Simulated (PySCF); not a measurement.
PySCF job for Se(H)(SH) (H2SSe), SMILES S[SeH], PBE0-D3(BJ)/def2-TZVP. Geometry optimised at PBE0-D3(BJ)/def2-TZVP.

```python
import numpy as np
from pyscf import gto, scf, dft, df
from pyscf.hessian import thermo

mol = gto.M(
    atom='''
    Se    0.19579344   -0.56449239    0.39618847
    H    -0.29537184   -1.56596105   -0.56796562
    S    -0.30111837    1.20967510   -0.78703556
    H    -1.54371107    1.40390068   -0.30987338
    ''',
    basis='def2-TZVP',
    charge=0,
    spin=0,
    max_memory=1600,
    verbose=3,
)
mf = dft.RKS(mol, xc='pbe0').density_fit(auxbasis='def2-universal-jkfit')
mf.disp = 'd3bj'
mf.grids.level = 3
mf.conv_tol = 1e-11
mf.max_cycle = 100
mf.kernel()

# [left out here: the lines that compute and print the analytic Hessian (its translational invariance restored by hand, since the grid's response is missing), thermochemistry and intensities]
```

It prints:

```
converged SCF energy = -2800.5418415504

WARN: DFTD3 does not support analytical Hessian, using finite difference


WARN: Mole.unit (angstrom) is changed to Bohr

Mode                                 0                   1                   2
Irrep
Freq [cm^-1]                      411.9859            422.0524            789.9147
Reduced mass [au]                   1.1684              7.0743              1.0380
Force const [Dyne/A]                0.1168              0.7424              0.3816
Char temp [K]                     592.7560            607.2394           1136.5113
Normal mode                   x     y     z       x     y     z       x     y     z
       0  Se                -0.00 -0.02  0.02   -0.02  0.05 -0.03    0.01  0.00  0.01
       1   H                 0.55  0.01 -0.29    0.21 -0.03 -0.08   -0.28  0.74 -0.58
       2   S                -0.02  0.03 -0.05    0.03 -0.12  0.07   -0.00 -0.02 -0.01
       3   H                 0.25  0.39  0.50    0.12  0.08  0.22   -0.01 -0.03 -0.02
Mode                                 3                   4                   5
Irrep
Freq [cm^-1]                      853.1381           2396.1957           2682.6102
Reduced mass [au]                   1.0412              1.0210              1.0394
Force const [Dyne/A]                0.4465              3.4541              4.4070
Char temp [K]                    1227.4758           3447.5921           3859.6788
Normal mode                   x     y     z       x     y     z       x     y     z
       0  Se                 0.01 -0.00 -0.00    0.00  0.01  0.01    0.00  0.00 -0.00
       1   H                 0.02 -0.00 -0.01   -0.33 -0.66 -0.66   -0.00 -0.00 -0.00
       2   S                -0.02 -0.02  0.02   -0.00  0.00 -0.00   -0.03  0.00  0.01
       3   H                -0.13  0.80 -0.54   -0.00 -0.00  0.00    0.90 -0.13 -0.36
temperature 298.1500 [K]
pressure 101325.00 [Pa]
Rotational constants [GHz] 131.18126 4.40141 4.38612
Symmetry number 1
Zero-point energy (ZPE) 0.01721 [Eh]   45194.300 [J/mol]
                           tot       elec      trans        rot        vib
Entropy [J/mol/K]       270.450      0.000    167.710     93.582      9.158
Cv [J/mol/K]             42.117      0.000     12.472     12.472     17.173
Cp [J/mol/K]             50.431      0.000     20.786     12.472     17.173
Internal energy [J/mol]                      3718.434   3718.434  47116.885
Internal energy [Eh]   -2800.52106  -2800.54184
Enthalpy [J/mol]                             6197.391   3718.434  47116.885
Enthalpy [Eh]          -2800.52012
Gibbs free energy [J/mol]                  -43805.204 -24183.091  44386.478
Gibbs free energy [Eh] -2800.55083
static polarisability / bohr^3: [[36.765 -5.218  3.031]
 [-5.218 53.031 -9.122]
 [ 3.031 -9.121 40.276]]
largest difference of analytic and finite-field dipole derivatives / e: 0.0002545973633878429
mode   freq/cm-1   IR/(km/mol)   Raman/(A^4/amu)   depolarisation
   1      411.99         9.805            10.631            0.650
   2      422.05         2.095            12.590            0.259
   3      789.91         4.349            14.730            0.507
   4      853.14         3.013             9.518            0.550
   5     2396.20        16.395           160.699            0.281
   6     2682.61         0.448           126.983            0.282
max |gradient| / (hartree/bohr): 2.3678622824875972e-05
APT charges: [ 0.0975 -0.0343 -0.0872  0.0241]
```

The calculation finished and met its thresholds.
